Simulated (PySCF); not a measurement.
Species: C9H9N3.
Structure used (GFN2-xTB), in Å, numbered top down from 1:
```xyz
21
C9H9N3 angstrom
C      1.4475   -1.6038   -0.8033
C      0.1017   -1.2467   -0.5778
C     -0.2321   -0.0450   -0.0152
C     -1.5908    0.4380    0.2699
C     -2.6651   -0.5227    0.7152
C     -2.7370    0.0829   -0.6438
N      0.7903    0.7921    0.3180
N      0.6823    1.9979    0.8723
N      1.8673    2.4757    1.0357
C      2.7811    1.6110    0.6002
C      2.1225    0.4805    0.1153
C      2.4583   -0.7531   -0.4623
H      1.6651   -2.5615   -1.2499
H     -0.6768   -1.9379   -0.8562
H     -1.5884    1.4264    0.7106
H     -3.3554   -0.1815    1.4707
H     -2.4022   -1.5656    0.8049
H     -2.5252   -0.5387   -1.5002
H     -3.4776    0.8444   -0.8317
H      3.8290    1.8199    0.6475
H      3.4964   -0.9954   -0.6205
```

Computed at PBE0/pcSseg-1 (PySCF, non-relativistic), with Q(14N) = 0.02044 b: N7, 14N (I = 1): χzz = -1.892 MHz, η = 0.530; N8, 14N (I = 1): χzz = 4.682 MHz, η = 0.883; N9, 14N (I = 1): χzz = -5.676 MHz, η = 0.070.

Question: Where would the pure quadrupole (NQR) lines of 14N at N7 fall for the rigid, isolated species?

Answer: From ν± = (3/4)|χ|(1 ± η/3) and ν0 = |χ|η/2: ν+ 1.670 MHz, ν− 1.168 MHz, ν0 0.501 MHz (pyrrole-type nitrogen).

Question: Find the zero-field quadrupole resonance frequencies of 14N at N8.

Answer: From ν± = (3/4)|χ|(1 ± η/3) and ν0 = |χ|η/2: ν+ 4.544 MHz, ν− 2.478 MHz, ν0 2.066 MHz (pyridine-type nitrogen).

Question: Where would the pure quadrupole (NQR) lines of 14N at N9 fall for the rigid, isolated species?

Answer: From ν± = (3/4)|χ|(1 ± η/3) and ν0 = |χ|η/2: ν+ 4.356 MHz, ν− 4.157 MHz, ν0 0.199 MHz (pyridine-type nitrogen).

In a crystal, neighbours and librations shift these lines. GFN2-xTB bond lengths can be off by several hundredths of an ångström, more for odd bonds, and the gradients follow them. A larger basis could move these couplings by a tenth or more.

These values come from a run that also computed NMR shieldings. Hardware: an Arm Neoverse V2 with one thread, on a shared host. Cost: 48 s of wall time, 1.1 GiB resident at most.

One conformer stands for the species.
